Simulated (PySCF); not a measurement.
1-chloro-1-fluorobuta-1,2-diene (C₄H₄ClF), SMILES CC=C=C(Cl)F.

The structure is a stationary point at B3LYP-D3(BJ)/def2-SVP.

Calculation: TDA-PBE0/def2-SVPD in PySCF.

Vertical excitations. 

Question: Estimate the UV-visible absorptions. (The exact figures need the calculation; the answer reports its results.)

Answer: 
| state | energy (eV) | λ (nm) | f | main pairs |
|---|---|---|---|---|
| S1 | 4.57 | 271 | 0.000 | HOMO→LUMO 99 % |
| S2 | 6.43 | 193 | 0.000 | HOMO−1→LUMO+1 94 % |
| S3 | 6.61 | 188 | 0.001 | HOMO→LUMO+1 49 %, HOMO−1→LUMO 34 % |
| S4 | 6.78 | 183 | 0.006 | HOMO→LUMO+2 63 %, HOMO→LUMO+3 28 % |
| S5 | 6.99 | 177 | 0.174 | HOMO→LUMO+3 44 %, HOMO−1→LUMO 19 %, HOMO→LUMO+2 12 %, HOMO−2→LUMO 9 % |
| S6 | 7.44 | 167 | 0.118 | HOMO−2→LUMO 53 %, HOMO→LUMO+4 13 %, HOMO→LUMO+1 13 % |
| S7 | 7.62 | 163 | 0.607 | HOMO−2→LUMO 26 %, HOMO−1→LUMO 20 %, HOMO−1→LUMO+3 19 %, HOMO→LUMO+1 12 % |
| S8 | 7.73 | 160 | 0.059 | HOMO−1→LUMO+2 80 % |
| S9 | 7.78 | 159 | 0.005 | HOMO−3→LUMO 94 % |
| S10 | 7.92 | 157 | 0.098 | HOMO→LUMO+4 53 %, HOMO→LUMO+5 39 % |
| T1 | 4.08 | 304 | 0 | HOMO−1→LUMO 84 % |
| T2 | 4.14 | 299 | 0 | HOMO→LUMO 98 % |
| T3 | 4.43 | 280 | 0 | HOMO→LUMO+1 76 % |
| T4 | 6.05 | 205 | 0 | HOMO−1→LUMO+1 81 % |
Triplets are in the Tamm–Dancoff approximation.
